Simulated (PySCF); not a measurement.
# Polarisability and C₆ of Co⁺ (cobalt, charge +1)

[Ar] 3d7 4s1, high-spin 5F determinant (an excited configuration). All numbers are calculated (PySCF 2.14, no relativity, point nucleus, in aug-cc-pVDZ). Coupled (time-dependent) response in atomic units; α is the mean over directions. A double-zeta set is small for polarisabilities.

```json
{"method": "UHF", "mean α (bohr³)": "32.82", "C₆ (like pair)": "163.4", "S(−4)": "1037"}
{"method": "PBE", "mean α (bohr³)": "23.50", "C₆ (like pair)": "111.8", "S(−4)": "451.9"}
{"method": "PBE0", "mean α (bohr³)": "25.24", "C₆ (like pair)": "120.5", "S(−4)": "546.9"}
{"method": "B3LYP", "mean α (bohr³)": "23.57", "C₆ (like pair)": "110.6", "S(−4)": "468.0"}
```

S(−4) is the Cauchy moment in α(ω) = α(0) + S(−4) ω² + …

α(iu) at B3LYP:

```tsv
u (hartree)	α(iu) (bohr³)
0	23.57
0.0500	22.46
0.100	19.77
0.200	13.84
0.300	9.765
0.500	5.744
0.750	3.708
1.00	2.724
1.50	1.743
2.00	1.244
3.00	0.7459
5.00	0.3646
```

For an ion, C₆ is the dispersion term alone; charge-induced terms of lower order in 1/R come first.
